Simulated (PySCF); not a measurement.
Removal energies of Tc²⁵⁺ from EOM-IP-GCCSD

Reference: closed-shell Tc²⁵⁺, [Ar]; one electron is removed. Calculated with PySCF 2.14, two-component X2C-1e with screened spin-orbit coupling, an uncontracted even-tempered set (19 s from 1.2 bohr⁻², ratio 2.6; 14 p from 1.5 bohr⁻², ratio 2.6; 6 d from 1.5 bohr⁻², ratio 2.8; 3 f from 30 bohr⁻², ratio 2.8); frozen [Ne]; the 64 highest virtual spinors dropped; of the others 50 kept and the rest restored at second order. No Breit or QED terms. Binding energies in eV.

```
level  Koopmans  second order  EOM-CCSD
3s1/2    1478.2        1466.4    1459.3
3p1/2    1382.0        1382.1    1382.2
3p3/2    1355.1        1355.4    1355.6
```

In EOM-CCSD the overlap with the one-orbital guess is low for 3s1/2 (weight 0.72). That can mean mixing with two-hole, one-particle states, where second order and EOM-CCSD lose accuracy, or only a rotation among the degenerate components of the shell; the terms of those configurations are not listed.

For comparison, the ionisation energy of Tc²⁵⁺ is 1354 ± 4 eV (semi-empirical (NIST evaluation); NIST Atomic Spectra Database, ionization energies).
